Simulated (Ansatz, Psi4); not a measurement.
**Worked example: the enthalpy of formation of AsF3 (arsenic trifluoride)**

The species is AsF3 (4 atoms), meant as a singlet with charge 0. SMILES: `F[As](F)F`. Geometry: relaxed at PBE0-D4/def2-TZVP.

Total energies at wB97X-V/cc-pVDZ (Psi4 1.11); the atoms run unrestricted:

```
species    state   energy (Eh)
   AsF3  singlet  -2535.139465
      F  doublet    -99.692816
     As  quartet  -2235.567291
```

Harmonic wavenumbers at PBE0-D4/def2-TZVP, in cm⁻¹: 260, 260, 335, 705, 705, 745.

Measured heats of formation of the gaseous atoms at 298.15 K, in kJ/mol: F 79.4, As 302.5. Spin-orbit lowering of the atoms at 298 K (mean of the ground term's levels less their thermal mean, from spectra), in kJ/mol: F 1.29. Take 1 Eh = 2625.50 kJ/mol, 1 cm⁻¹ = 0.0119627 kJ/mol, RT = 2.479 kJ/mol.

**Question.** What heat of formation follows?

**Answer.** 
1. Electronic atomisation energy: 3 × (-99.692816) + (-2235.567291) − (-2535.139465) = 0.493726 Eh = 1296.3 kJ/mol.
2. Zero-point energy: half the sum of the wavenumbers, 1505 cm⁻¹ = 18.0 kJ/mol.
3. Thermal vibrational enthalpy, Σ hcν̃/(exp(hcν̃/kT) − 1): 4.3 kJ/mol. Translation, rotation and pV of a non-linear molecule: 4 RT = 9.9 kJ/mol.
4. The 4 free atoms carry 5/2 RT each: 24.8 kJ/mol.
5. Spin-orbit coupling lowers the free atoms by 3 × 1.29 = 3.9 kJ/mol.
6. Atomisation enthalpy at 298 K: 1296.3 − 3.9 − 18.0 − 4.3 − 9.9 + 24.8 = 1285.0 kJ/mol.
7. Sum of the atoms' heats of formation: 540.7 kJ/mol. Heat of formation: 540.7 − 1285.0 = -744.3 kJ/mol.

The tabulated value is -785.8 kJ/mol (CRC Handbook of Chemistry and Physics; in doubt, as an older value, an estimate or one at odds with other calculations), so this level is off by +41.5 kJ/mol, or 3.1 % of the atomisation enthalpy that the table implies (1326.4 kJ/mol). Relativity is left out. Anharmonicity and any spin-orbit splitting of the molecule are left out.
